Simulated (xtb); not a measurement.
Input for xtb:
```
$ xtb mol.xyz --gfn 0 --chrg 1 --uhf 1 --json

# file mol.xyz
13

B     -0.05647573     0.05517160    -0.05364308
C      1.51411882    -0.13791460    -0.22617234
H      2.02755724    -0.85500214     0.40558796
H      1.94104364     0.84853152    -0.03424725
H      1.65529476    -0.43161225    -1.26820282
C     -0.49203480    -0.76952308     1.23631151
H     -1.34235646    -1.37537941     0.91708171
H     -0.79808470    -0.01384345     1.96257438
H      0.23345189    -1.41985028     1.71348884
C     -0.97605379     0.86460885    -0.96549414
H     -1.85392301     1.28359200    -0.46707029
H     -1.36351003     0.23270689    -1.76988686
H     -0.49327601     1.71197205    -1.45898050
```

Q: What does this run give for the total energy, partial charges in atom order?

A: 
```json
{
  "total_energy": "-10.948871 Ha",
  "partial_charges_in_atom_order": "B1 0.06, C2 -0.34, H3 0.21, H4 0.22, H5 0.22, C6 -0.34, H7 0.22, H8 0.22, H9 0.21, C10 -0.34, H11 0.21, H12 0.22, H13 0.21"
}
```
